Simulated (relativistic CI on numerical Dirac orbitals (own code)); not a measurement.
## Level scheme of Pb8+

These numbers are calculated, not measured: Dirac-Coulomb-Breit CI, KLI orbitals optimised for each configuration, QED by a radiative potential, unscaled Slater integrals (own radial code, finite nucleus).

Configuration list (outside the closed core [Kr] 4d10 4f14 5s2): 5p6 5d6, 5p6 5d5 6s, 5p6 5d5 5f, 5p5 5d7, 5p6 5d5 6p, 5p6 5d5 5g, 5p6 5d4 6s 6p, 5p6 5d5 6d, 5p6 5d5 7p, 5p6 5d4 6s2, 5p6 5d3 5f 6s2, 5p6 5d3 6s2 6p, 5p6 5d3 5g 6s2, 5p6 5d3 6s2 6d. Double excitations out of closed p, d and f shells are left out; levels of such configurations are missing from the list, as are those of other unlisted configurations, and high levels can miss mixing partners.

The lowest level is 5p6 5d6 5D_4, with 69 % of that term; Hund's rules for 5p6 5d6 give 5D with J = 4, in agreement.

| No. | Configuration | Term | J | E (eV) | % | Landé g | jj configuration (%) |
| --- | --- | --- | --- | --- | --- | --- | --- |
| 1 | 5p6 5d6 | 5D | 4 | 0.0000 | 69 | 1.404 | 5d5/2^2 (71) |
| 2 | 5p6 5d6 | 5D | 2 | 1.1971 | 42 | 1.407 | 5d5/2^2 (75) |
| 3 | 5p6 5d6 | 5D | 3 | 1.9711 | 86 | 1.452 | 5d3/2^3 5d5/2^3 (82) |
| 4 | 5p6 5d6 | 5D | 0 | 2.4341 | 60 |  | 5d5/2^2 (44) |
| 5 | 5p6 5d6 | 5D | 1 | 2.6243 | 74 | 1.441 | 5d3/2^3 5d5/2^3 (82) |
| 6 | 5p6 5d6 | 3H | 4 | 3.2783 | 25 | 1.085 | 5d3/2^3 5d5/2^3 (70) |
| 7 | 5p6 5d6 | 3G | 5 | 4.3026 | 53 | 1.121 | 5d3/2^3 5d5/2^3 (99) |
| 8 | 5p6 5d6 | 3H | 6 | 4.3595 | 79 | 1.130 | 5d3/2^3 5d5/2^3 (96) |
| 9 | 5p6 5d6 | 5D | 2 | 5.0048 | 39 | 1.128 | 5d3/2^2 5d5/2^4 (39) |
| 10 | 5p6 5d6 | 3F | 3 | 5.1572 | 42 | 1.009 | 5d3/2^3 5d5/2^3 (86) |
| 11 | 5p6 5d6 | 3F | 2 | 5.4525 | 42 | 1.118 | 5d3/2^3 5d5/2^3 (52) |
| 12 | 5p6 5d6 | 1S | 0 | 6.5085 | 57 |  | 5d3/2^2 5d5/2^4 (65) |
| 13 | 5p6 5d6 | 3H | 4 | 6.5317 | 45 | 0.984 | 5d3/2^2 5d5/2^4 (62) |
| 14 | 5p6 5d6 | 3D | 1 | 6.6753 | 68 | 0.812 | 5d3/2^3 5d5/2^3 (73) |
| 15 | 5p6 5d6 | 3D | 2 | 6.9010 | 57 | 1.190 | 5d3/2^3 5d5/2^3 (54) |
| 16 | 5p6 5d6 | 3G | 4 | 6.9558 | 35 | 1.110 | 5d3/2^2 5d5/2^4 (61) |
| 17 | 5p6 5d6 | 3H | 5 | 7.3224 | 53 | 1.111 | 5d3/2^2 5d5/2^4 (99) |
| 18 | 5p6 5d6 | 3D | 3 | 7.4508 | 63 | 1.262 | 5d3/2^2 5d5/2^4 (49) |
| 19 | 5p6 5d6 | 3P | 0 | 7.5579 | 95 |  | 5d3/2^3 5d5/2^3 (50) |
| 20 | 5p6 5d6 | 3F | 3 | 7.9599 | 38 | 0.961 | 5d3/2^2 5d5/2^4 (76) |
| 21 | 5p6 5d6 | 1I | 6 | 8.1073 | 79 | 1.035 | 5d3/2^2 5d5/2^4 (96) |
| 22 | 5p6 5d6 | 1F | 3 | 8.2307 | 40 | 0.995 | 5d3/2^3 5d5/2^3 (65) |
| 23 | 5p6 5d6 | 3P | 1 | 9.1187 | 73 | 1.265 | 5d3/2^2 5d5/2^4 (62) |
| 24 | 5p6 5d6 | 1G | 4 | 9.4761 | 64 | 1.046 | 5d3/2^2 5d5/2^4 (61) |
| 25 | 5p6 5d6 | 1D | 2 | 9.6300 | 49 | 1.063 | 5d3/2^2 5d5/2^4 (70) |
| 26 | 5p6 5d6 | 3P | 1 | 10.3482 | 84 | 1.481 | 5d3/2 5d5/2^5 (54) |
| 27 | 5p6 5d6 | 3F | 2 | 11.1662 | 85 | 0.752 | 5d3/2^2 5d5/2^4 (86) |
| 28 | 5p6 5d6 | 3F | 4 | 11.2302 | 74 | 1.185 | 5d3/2^2 5d5/2^4 (62) |
| 29 | 5p6 5d6 | 1G | 4 | 12.9447 | 75 | 1.031 | 5d3/2^2 5d5/2^4 (45) |
| 30 | 5p6 5d6 | 3P | 2 | 13.1659 | 64 | 1.333 | 5d3/2 5d5/2^5 (76) |
| 31 | 5p6 5d6 | 3F | 3 | 13.2444 | 51 | 1.067 | 5d3/2 5d5/2^5 (85) |
| 32 | 5p6 5d6 | 3P | 0 | 13.5127 | 57 |  | 5d5/2^6 (79) |
| 33 | 5p6 5d6 | 1D | 2 | 15.0490 | 94 | 1.004 | 5d3/2^2 5d5/2^4 (84) |
| 34 | 5p6 5d6 | 1S | 0 | 19.1329 | 90 |  | 5d3/2^2 5d5/2^4 (76) |
| 35 | 5d5(6S) 6s | 7S | 3 | 27.6682 | 75 | 1.902 | 5d3/2^3 5d5/2^2 6s (41) |
| 36 | 5d5(6S) 6s | 5S | 2 | 30.5885 | 35 | 1.472 | 5d5/2 6s (71) |
| 37 | 5d5(4G) 6s | 5G | 3 | 31.4776 | 17 | 1.313 | 5d5/2 6s (58) |
| 38 | 5d5(4G) 6s | 5G | 2 | 32.0534 | 41 | 0.982 | 5d3/2^3 5d5/2^2 6s (76) |
| 39 | 5d5(4G) 6s | 5G | 4 | 32.8246 | 52 | 1.250 | 5d3/2^3 5d5/2^2 6s (87) |
| 40 | 5d5(4G) 6s | 5G | 6 | 33.1007 | 72 | 1.277 | 5d3/2^3 5d5/2^2 6s (76) |
| 41 | 5d5(4D) 6s | 5D | 2 | 33.1245 | 40 | 1.507 | 5d3/2^3 5d5/2^2 6s (78) |
| 42 | 5d5(4G) 6s | 5G | 5 | 33.2815 | 72 | 1.242 | 5d3/2^3 5d5/2^2 6s (68) |
| 43 | 5d5(4G) 6s | 5G | 3 | 33.3246 | 56 | 1.152 | 5d3/2^3 5d5/2^2 6s (54) |
| 44 | 5d5(4D) 6s | 5D | 1 | 33.3470 | 42 | 1.767 | 5d3/2^3 5d5/2^2 6s (78) |
| 45 | 5d5(4D) 6s | 5D | 3 | 34.3209 | 30 | 1.165 | 5d3/2^3 5d5/2^2 6s (86) |
| 46 | 5d5(4D) 6s | 5D | 4 | 34.4764 | 44 | 1.295 | 5d3/2^2 5d5/2^3 6s (55) |
| 47 | 5d5(4D) 6s | 5D | 0 | 34.7400 | 79 |  | 5d3/2^2 5d5/2^3 6s (57) |
| 48 | 5d5(4G) 6s | 3G | 5 | 34.7584 | 37 | 1.061 | 5d3/2^3 5d5/2^2 6s (93) |
| 49 | 5d5(4P) 6s | 5P | 1 | 34.8061 | 32 | 1.429 | 5d3/2^3 5d5/2^2 6s (73) |
| 50 | 5d5(4D) 6s | 3D | 2 | 34.8401 | 28 | 1.158 | 5d3/2^2 5d5/2^3 6s (43) |
| 51 | 5d5(4G) 6s | 3G | 4 | 35.2710 | 45 | 1.142 | 5d3/2^3 5d5/2^2 6s (81) |
| 52 | 5d5(4G) 6s | 3G | 3 | 35.4269 | 28 | 1.227 | 5d3/2^3 5d5/2^2 6s (54) |
| 53 | 5d5(2D) 6s | 3D | 2 | 35.8199 | 30 | 1.290 | 5d3/2^2 5d5/2^3 6s (66) |
| 54 | 5d5(4D) 6s | 5D | 1 | 36.0767 | 39 | 1.007 | 5d3/2^2 5d5/2^3 6s (57) |
| 55 | 5d5(2I) 6s | 3I | 6 | 36.1809 | 61 | 1.097 | 5d3/2^2 5d5/2^3 6s (81) |
| 56 | 5d5(4D) 6s | 3D | 3 | 36.2178 | 25 | 1.128 | 5d3/2^3 5d5/2^2 6s (74) |
| 57 | 5d5(2F) 6s | 3F | 4 | 36.2737 | 28 | 1.222 | 5d3/2^2 5d5/2^3 6s (55) |
| 58 | 5d5(2G) 6s | 3G | 5 | 36.2855 | 31 | 1.183 | 5d3/2^2 5d5/2^3 6s (71) |
| 59 | 5d5(4F) 6s | 5F | 2 | 36.6863 | 45 | 1.083 | 5d3/2^2 5d5/2^3 6s (51) |
| 60 | 5d5(4D) 6s | 3D | 3 | 36.9472 | 44 | 1.162 | 5d3/2^2 5d5/2^3 6s (76) |
| 61 | 5d5(2I) 6s | 3I | 7 | 36.9506 | 100 | 1.142 | 5d3/2^2 5d5/2^3 6s (100) |
| 62 | 5d5(4D) 6s | 3D | 1 | 36.9921 | 33 | 0.825 | 5d3/2^2 5d5/2^3 6s (76) |
| 63 | 5d5(4G) 6s | 3G | 5 | 37.0700 | 61 | 1.094 | 5d3/2^2 5d5/2^3 6s (97) |
| 64 | 5d5(4D) 6s | 3D | 2 | 37.2022 | 34 | 1.226 | 5d3/2^2 5d5/2^3 6s (57) |
| 65 | 5d5(4P) 6s | 3P | 0 | 37.2492 | 63 |  | 5d3/2^2 5d5/2^3 6s (63) |
| 66 | 5d5(4G) 6s | 3G | 4 | 37.5484 | 51 | 1.037 | 5d3/2^2 5d5/2^3 6s (76) |
| 67 | 5d5(2G) 6s | 3G | 3 | 37.6270 | 25 | 1.094 | 5d3/2^2 5d5/2^3 6s (70) |
| 68 | 5d5(2I) 6s | 1I | 6 | 37.8383 | 69 | 1.021 | 5d3/2^2 5d5/2^3 6s (94) |
| 69 | 5d5(4D) 6s | 3D | 1 | 37.9959 | 59 | 0.707 | 5d3/2^2 5d5/2^3 6s (91) |
| 70 | 5d5(2F) 6s | 3F | 2 | 38.0293 | 57 | 0.868 | 5d3/2^2 5d5/2^3 6s (73) |

Energies count from the lowest computed level. Percentages are summed over parent terms; the parents shown are those of the largest component, closed shells are left out there. Filled j subshells are mostly left out of the jj labels.

The mean weight of the leading LS term, summed over parents, in these 70 levels is 54 %, and that of the leading jj configuration (from the same eigenvectors) 71 %, so jj coupling describes them better and the LS labels are nominal.

At this charge configurations can still be misplaced by up to about 7 % of their energy. Terms inside the open d or f shell come out 10 to 20 % too wide with unscaled integrals. Levels and lines within the n = 5 or 6 shells can be off by up to 10 % or somewhat more, and those that change n by about 2 %, since core polarisation is missing.

LS names give the leading component of a level, which can be under half, so a name can repeat, a term be missing and a line seem to break the LS rules.
